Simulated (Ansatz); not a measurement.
`[SiH2]1[SiH2][GeH2]1`. The species carries charge 0 and has multiplicity 1. The geometry is a stationary point of PBE0-D4/def2-TZVP.

```xyz
9

Si   -0.059   -0.748   -1.131
Si    1.152    0.668    0.265
Ge   -1.078    0.079    0.855
H     0.313   -2.183   -1.188
H    -0.536   -0.224   -2.435
H     1.419    2.056   -0.185
H     2.263    0.098    1.066
H    -1.296   -0.885    2.024
H    -2.176    1.139    0.730
```

Q: What is the dipole moment at B3LYP/def2-TZVPP? (Best estimate.)

A: The calculation gave: 0.11 D, with components (0.09, -0.01, -0.07) D in this frame, pointing from negative to positive charge.

Q: And with PBE, r2SCAN, ωB97M-V? (Best estimate.)

A: Computed: PBE 0.03 D, r2SCAN 0.10 D, ωB97M-V 0.12 D.

Q: Give the Mulliken charges with B3LYP, r2SCAN, PBE in def2-TZVPP. (Estimate.)

A: Computed: 
| atom | B3LYP | r2SCAN | PBE |
| --- | --- | --- | --- |
| Si1 | 0.08 | 0.10 | 0.04 |
| Si2 | 0.08 | 0.10 | 0.04 |
| Ge3 | 0.01 | 0.01 | 0.05 |
| H4 | -0.05 | -0.05 | -0.03 |
| H5 | -0.05 | -0.05 | -0.03 |
| H6 | -0.05 | -0.05 | -0.03 |
| H7 | -0.05 | -0.05 | -0.03 |
| H8 | 0.01 | 0.01 | 0.01 |
| H9 | 0.01 | 0.01 | 0.01 |

B3LYP here is the variant with VWN-RPA as its local correlation; programs differ in this.
